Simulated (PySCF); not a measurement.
F₂In (SMILES [F][In][F]), doublet, geometry from GFN2-xTB (such geometries of metal compounds can be far from the true shape) (the spin is typed, not shown lowest) (all electrons, no relativity). Base run: PBE/STO-3G in PySCF.

PySCF was given this input:
```python
from pyscf import gto, scf, dft

mol = gto.M(
    atom='''
In    0.215837    0.085784    0.066130
F    -0.771757    1.209385   -1.450562
F    -0.403356   -1.676431    1.090519
''',
    basis='sto-3g',
    charge=0,
    spin=1,
    verbose=3,
)

mf = dft.UKS(mol)
mf.xc = 'pbe'
mf.kernel()
```

Each row names what was changed in the base input (with any setting that the change needs).

```tsv
change	E (Eh)	HOMO (eV)	dipole (D)	<S^2>	core-seconds (rough)
base	-5880.79338	-0.91	0.09	0.754	2
functional = m06l	-5881.71767	-1.22	0.38	0.755	3
functional = r2scan	-5881.71479	-1.23	0.37	0.758	5
functional = hse06	-5881.08068	-1.84	0.52	0.764	9
functional = b3lyp; dispersion = d3zero	-5881.54663	-1.96	0.43	0.761	2
functional = camb3lyp	-5881.66036	-3.39	0.56	0.767	4
functional = x3lyp	-5881.34526	-2.00	0.46	0.762	2
functional = mn15	-5877.06727	-2.27	0.63	0.758	3
functional = scan	-5882.03222	-1.28	0.40	0.757	3
functional = wb97x	-5881.68886	-4.27	0.58	0.768	6
functional = pbe0	-5881.13457	-2.22	0.53	0.764	3
functional = b3lyp5	-5881.27944	-1.87	0.43	0.761	3
functional = wb97x_v	-5881.23357	-4.15	0.57	0.768	30
```

Total energies compare only within one method and basis.

Open shells are given as the SCF converged; they aren't shown to be the lowest states, and a large step between rows can be another state.
